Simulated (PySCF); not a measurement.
Working out the ionisation energy of I(2+)

I(2+) [Kr] 4d10 5s2 5p3 (4S) → I(3+) [Kr] 4d10 5s2 5p2 (3P). Computed with PySCF 2.14 in aug-cc-pVTZ-DK3 (8s7p5d2f, 68 functions), with the spin-free X2C one-electron Hamiltonian (Gaussian nucleus). Frozen: [Kr] 4d10. Energies in hartree (1 hartree = 27.21139 eV):

```json
{"part": "UHF", "I(2+) (lower)": "-7111.381012", "I(3+) (upper)": "-7110.283387"}
{"part": "MP2 opposite-spin", "I(2+) (lower)": "-0.048257", "I(3+) (upper)": "-0.041251"}
{"part": "MP2 same-spin", "I(2+) (lower)": "-0.017101", "I(3+) (upper)": "-0.007992"}
```

Problem. What does Hartree-Fock give?

Solution. (-7110.283387) − (-7111.381012) = 1.097625 hartree = 29.868 eV.

Problem. What do MP2 and SCS-MP2 (6/5 opposite-spin, 1/3 same-spin) give?

Solution. The opposite-spin parts differ by 0.191 eV and the same-spin parts by 0.248 eV. MP2: 29.868 + (0.191) + (0.248) = 30.307 eV. SCS-MP2: 29.868 + 1.2 × (0.191) + (0.248)/3 = 30.180 eV.

A first-order spin-orbit estimate adds -0.838 eV to MP2 (valence), giving 29.469 eV against 29.57 ± 0.025 eV (measured; NIST Atomic Spectra Database, ionization energies).

What remains against the reference includes basis incompleteness, the frozen core and correlation beyond second order.
